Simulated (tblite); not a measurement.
A tight-binding relaxation on `C1(CCN(C)BC=1)OC`.

Computed with GFN2-xTB geometry optimisation, gas phase (tblite 0.8.0). Start geometry: from a force field or distance geometry. A driver script takes a list of jobs; this job's settings line and coordinates (Å) are shown.

Command:
```bash
OMP_NUM_THREADS=1 python probes_run.py task.json out
```

Input:
```
{"job": {"kind": "relax", "xc": "GFN2-xTB", "basis": "xTB"}, "charge": 0, "multiplicity": 1}
C     -3.225500     0.062800    -0.013400
O     -2.290600    -0.739000     0.605400
C     -0.905900    -0.633100     0.562500
C     -0.339800     0.099200     1.522300
B      1.214800     0.205900     1.454900
N      1.848300     0.076200     0.099000
C      2.425200     1.282400    -0.441100
C      1.158000    -0.662900    -0.875500
C     -0.141700    -1.274900    -0.514900
H     -4.240200    -0.290100     0.236600
H     -3.030300     0.050700    -1.116100
H     -3.160400     1.148300     0.270100
H     -0.941000     0.542700     2.303500
H      1.794000     0.571800     2.408900
H      1.849000     2.203800    -0.213600
H      2.512800     1.240500    -1.534100
H      3.483100     1.316000    -0.057800
H      1.823000    -1.524900    -1.189700
H      0.995800    -0.062900    -1.803300
H     -0.805300    -1.233100    -1.421600
H     -0.032200    -2.362500    -0.282400
```

Output:
```
step      E/eV     max force
  0    -738.63605    2.995
  1    -739.04132    1.082
  2    -739.14857    0.860
  3    -739.24216    0.758
  4    -739.29665    0.721
  5    -739.34487    0.531
  6    -739.38942    0.408
  7    -739.42798    0.483
  8    -739.45985    0.453
  9    -739.49133    0.376
... (158 lines left out)
168    -740.39705    0.025
169    -740.39716    0.025
170    -740.39727    0.033
171    -740.39737    0.030
172    -740.39746    0.017
173    -740.39752    0.012
174    -740.39757    0.014
175    -740.39759    0.010
176    -740.39761    0.011
177    -740.39762    0.008
```

«max force» is the largest atomic force in eV/Å.

Q: From which step on does the largest force stay under 0.1 eV/Å, and how much energy is left to gain from there?

A: From step 156 (0.078 eV/Å), 4.9 meV above the end.

Main results: energy lowered by 40.6 kcal/mol over 177 steps; largest atomic force 0.008 eV/Å at the end.

Q: Give the final coordinates.

A: 1.103 Å rms from the input after alignment:
```
atom  x, y, z in Å
C1    -3.4100   -0.3594    0.6194
O2    -2.3709   -0.8819   -0.1699
C3    -1.1074   -0.4034    0.0401
C4    -0.7068    0.5262    0.9108
B5     0.7985    0.8724    1.0055
N6     1.6196    0.4461   -0.0294
C7     3.0262    0.7366   -0.1454
C8     1.0667   -0.2249   -1.1939
C9    -0.1066   -1.1263   -0.8240
H10   -4.3118   -0.8914    0.3204
H11   -3.5434    0.7130    0.4435
H12   -3.2220   -0.5264    1.6850
H13   -1.4314    1.0073    1.5527
H14    1.2569    1.4725    1.9026
H15    3.2263    1.3572   -1.0262
H16    3.6088   -0.1862   -0.2412
H17    3.3617    1.2705    0.7398
H18    1.8460   -0.8300   -1.6704
H19    0.7360    0.5290   -1.9249
H20   -0.6029   -1.4871   -1.7256
H21    0.2575   -1.9969   -0.2694
```

The run took 2.4 s on one thread of an Arm Neoverse N1 (shared host).
Labels such as C1 count atoms from 1, the log's own numbers from 0.
